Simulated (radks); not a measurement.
Neutral chlorine inside a hard spherical wall (all orbitals vanish at R), configuration held at [Ne] 3s2 3p5 and not refilled when levels cross. Calculated with a radial shooting solver on a logarithmic mesh with Libxc functionals: non-relativistic Kohn-Sham, PBE, spin-unpolarised, spherical densities, point nucleus. Eigenvalues in eV, with the zero of energy where the potential of the charges vanishes at infinity; a dash marks a level that is unbound or too diffuse for the functional's potential to be trusted. A positive occupied level is held by the wall or, in an anion where self-interaction has pushed it up, behind a barrier. The pressure on the wall is -dE/dV.

| R (bohr) | E (hartree) | kinetic (hartree) | e(2s) | e(2p) | e(3s) | e(3p) | e(4s, empty) | e(4p, empty) | pressure (GPa) |
|---|---|---|---|---|---|---|---|---|---|
| free | -459.96259 | 459.399 | -250.98 | -191.57 | -20.529 | -8.610 | - | - | 0 |
| 15 | -459.96259 | 459.399 | -250.98 | -191.57 | -20.529 | -8.610 | - | - | < 0.0001 |
| 12 | -459.96259 | 459.399 | -250.98 | -191.57 | -20.529 | -8.609 | -0.145 | 1.146 | < 0.0001 |
| 10 | -459.96258 | 459.399 | -250.98 | -191.57 | -20.528 | -8.608 | 0.125 | 1.748 | 0.000370 |
| 8 | -459.96235 | 459.401 | -250.95 | -191.55 | -20.510 | -8.591 | 0.917 | 3.176 | 0.0142 |
| 7 | -459.96139 | 459.410 | -250.89 | -191.48 | -20.458 | -8.540 | 1.871 | 4.693 | 0.0910 |
| 5 | -459.93308 | 459.606 | -249.79 | -190.37 | -19.677 | -7.717 | 8.047 | 13.107 | 4.51 |
| 4 | -459.80601 | 460.306 | -246.85 | -187.40 | -17.686 | -5.487 | 18.829 | 25.987 | 39.3 |
| 3 | -459.02875 | 463.670 | -236.56 | -176.95 | -10.365 | 2.958 | 51.887 | 61.762 | 454 |
| 2 | -453.08627 | 482.328 | -200.72 | -140.15 | 25.891 | 42.985 | 186.44 | 195.12 | 8740 |
| 1.5 | -437.93974 | 520.579 | -155.06 | -92.319 | 104.42 | 122.82 | 423.48 | 416.29 | 57800 |
